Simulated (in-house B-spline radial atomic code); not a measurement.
Zn III (Zn2+): [Ne] 3s2 3p5 3d10 7f1 (an excited or competing configuration)

Level of theory: Dirac-Hartree-Fock, average of configuration, Fermi nucleus of rms radius 3.9283 fm; calculated with an all-electron radial atomic-structure program (B-spline basis).

Screening seen three ways: the hydrogenic charge with the same mean radius, Z_r = [3n² - l(l+1)]/(2<r>), the one with the same energy, Z_e = n√(-2ε), and Slater's rules. Values are occupation-weighted means over j.

```tsv
shell	electrons	ε (eV)	<r> (bohr)	Z_r	Z_e	Slater
1s	2	-9782.2	0.05028	29.84	26.81	29.70
2s	2	-1277.6	0.2249	26.68	19.38	25.85
2p	6	-1109.2	0.1982	25.23	18.06	25.85
3s	2	-197.16	0.6768	19.95	11.42	19.10
3p	5	-147.45	0.7047	17.74	9.88	19.10
3d	10	-61.274	0.8079	13.00	6.37	9.85
7f	1	-2.5087	22.39	3.02	3.01	3.00
```

The least bound orbital is 7f5/2 at -2.509 eV, and it is also the most diffuse (<r> = 22.39 bohr). The part-filled 3p shell lies below the filled 3d shell in orbital energy.

Spin-orbit splittings of the orbital energies (j = l + 1/2 above j = l - 1/2 when positive): 2p 24.21 eV, 3p 3.294 eV, 3d 0.442 eV, 7f -8.551e-05 eV.

For the 1s electron the small component carries 1.17 % of the norm, the zero-frequency Breit interaction raises the level by 13.13 eV, self-energy by 6.729 eV, and vacuum polarisation lowers it by 0.6237 eV.
